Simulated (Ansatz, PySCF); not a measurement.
Gas-phase reaction 1.5 R1 → P1, each structure at its B3LYP-D3(BJ)/def2-TZVP stationary point, reached from a drawn start (curvature not checked).
R1: O2 (SMILES O=O), charge 0, multiplicity 3.
P1: O3 (SMILES O=[O+][O-]), charge 0, multiplicity 1.

```csv
level,reaction energy (kcal/mol)
HF/cc-pVDZ,107.18
HF/cc-pVTZ,104.63
HF/cc-pVQZ,104.70
SVWN5/def2-TZVPP,20.57
PBE-D4/def2-TZVPP,31.06
BLYP/def2-TZVPP,34.37
BLYP-D4/def2-TZVPP,33.78
B97M-V/def2-TZVPP,38.34
B3LYP-D3(BJ)/def2-TZVPP,45.06
B3LYP-D4/def2-TZVPP,45.02
CAM-B3LYP-D4/def2-TZVPP,49.40
wB97X-V/def2-TZVPP,49.11
B2PLYP/def2-TZVPP,39.76
MP2/cc-pVDZ,37.99
SCS-MP2/cc-pVTZ,24.08
SCS-MP2/cc-pVQZ,21.25
CCSD/cc-pVDZ,54.88
CCSD/cc-pVTZ,50.38
CCSD/cc-pVQZ,49.08
"CCSD(T)/CBS(cc-pVTZ, cc-pVQZ)",35.80
```

P less R. No zero-point or thermal terms; singlets are restricted closed shells; open shells are unrestricted; no spin–orbit coupling.

Frozen-core correlation throughout. CBS(a, b) extrapolates the correlation energy as X⁻³ and adds the Hartree–Fock energy of set b.

Doubts at one or more of the structures used: other coupled-cluster roots may lie near (CCSD/cc-pVDZ, CCSD/cc-pVTZ, CCSD/cc-pVQZ, CCSD(T)/CBS(cc-pVTZ, cc-pVQZ)).

Run with Ansatz (a first-principles code) with Gaussian orbitals; PySCF for the D3/D4 terms. No computed number here is a measurement.
